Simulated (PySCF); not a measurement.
## Peak assignment

Bonds (- single, = double, # triple, : aromatic): C1-C2, C2#C3, C3-C4, C4#C5, C5-C6, C6-N7, N7-Si8, N7-Si9. C1 carries H10, H11, H12; C6 carries H13, H14; Si8 carries H15, H16, H17; Si9 carries H18, H19, H20.

[PySCF 2.14: GIAO PBE0/pcSseg-1 shieldings; GFN2-xTB geometry; single conformer; one averaged value for each set of equivalent atoms; non-relativistic; no solvent]

Chemical shifts δ = σref − σ; ¹³C (σref 186.93), ¹H (σref 31.72) vs TMS, all at this level.

(1) Assign these signals to the numbered atoms. ¹³C{¹H} NMR (computed): δ 82.9, 79.2, 78.2, 72.1, 43.6, 5.6.

(2) Assign these signals to the numbered atoms. ¹H NMR (400 MHz, computed): δ 4.72 (s, 6H), 3.88 (s, 2H), 2.17 (s, 3H).

Answers

(1) 
82.9 → C2, alkyne carbon: the triple bond shields along its axis, which puts it between sp3 and sp2 carbons
79.2 → C4, alkyne carbon
78.2 → C5, alkyne carbon
72.1 → C3, alkyne carbon
43.6 → C6, propargylic sp3 CH2 bonded to N: deshielded by the electronegative neighbour
5.6 → C1, propargylic methyl carbon: saturated and bonded to C and H only

C4 and C5 lie closer than the usual error of such a calculation, so a measured spectrum could show them in the other order.

(2) 
4.72 → H15/H16/H17/H18/H19/H20, hydrogen on a silicon bonded to N
3.88 → H13/H14, hydrogen on a propargylic sp3 CH2 bonded to N: its carbon carries N, an electronegative neighbour
2.17 → H10/H11/H12, hydrogen on a propargylic methyl carbon

Shifts are as computed. Against solution values, carbons near 30 ppm lie about +3 ppm off and those near 130 ppm about +5 ppm. Of 1211 compounds with measured shifts, 218 miss one by over three times the rms of a fit or turn the order of signals round; such compounds aren't used in these exercises. Multiplicities follow the n + 1 count of equivalent neighbours, as no J values were calculated; m marks all less simple cases, F and P coupling included.
